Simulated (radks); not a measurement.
The numbers below are computed, except where a source is named.
The carbon ion C4+, configuration [He] 2s(up 0, down 0) (the NIST ground configuration). Level of theory: non-relativistic Kohn-Sham, PBE, spin-polarised, spherical densities, point nucleus (a radial shooting solver on a logarithmic mesh with Libxc functionals).

Radial electron density D(r) = 4 pi r^2 rho(r):

```
   r/bohr * D(r) (the largest magnitude, 6.03, reaches the edge; | marks zero)
  0.01665 |  *
  0.01954 |   *
  0.02275 |     *
  0.02649 |      *
  0.03083 |        *
   0.0359 |           *
  0.04212 |              *
  0.04904 |                  *
  0.05709 |                      *
  0.06646 |                           *
  0.07737 |                                 *
   0.0908 |                                       *
   0.1057 |                                            *
   0.1231 |                                                 *
   0.1433 |                                                    *
   0.1681 |                                                      *
   0.1957 |                                                     *
   0.2278 |                                                  *
   0.2652 |                                            *
   0.3088 |                                     *
   0.3624 |                           *
   0.4218 |                   *
   0.4911 |            *
   0.5717 |      *
   0.6656 |  *
    0.781 |*
   0.9093 *
    1.059 *
```

D(r) has 1 maximum, at r = 0.174 bohr.
